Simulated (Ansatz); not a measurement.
CH₄BrFSn (`[CH3][SnH]([F])[Br]`), relaxed with RKS PBE-D4/def2-SVP in Ansatz from a rough embedded geometry. The force threshold is 0.03 eV/Å; the program also tests the step.

Charge 0, multiplicity 1. Sn takes the def2 core potential.

Start:

```xyz
8

C     0.907    0.695   -0.101
Sn   -0.809   -0.496   -0.003
F    -1.021   -1.379   -1.685
Br   -0.592   -2.200    1.746
H     1.818    0.104   -0.259
H     0.852    1.505   -0.867
H     1.065    1.243    0.890
H    -2.219    0.527    0.279
```

(1) By how much does the energy fall, and how many steps does the optimiser take? (Estimate.)

(2) Which bonds change most? (Estimate.)

(3) Give the relaxed structure. (Best estimate.)

Results:

(1) Computed: 16.87 kJ/mol, in 4 steps.

(2) The calculation gave: Sn2–Br4 from 2.451 to 2.512 Å; C1–Sn2 from 2.092 to 2.151 Å; Sn2–F3 from 1.911 to 1.962 Å; Sn2–H8 from 1.765 to 1.727 Å.

(3) Ansatz gave: 
```xyz
8

C     0.977    0.745   -0.077
Sn   -0.847   -0.392    0.019
F    -1.023   -1.332   -1.694
Br   -0.577   -2.185    1.757
H     1.808    0.041   -0.268
H     0.904    1.486   -0.895
H     1.131    1.258    0.891
H    -2.372    0.380    0.267
```
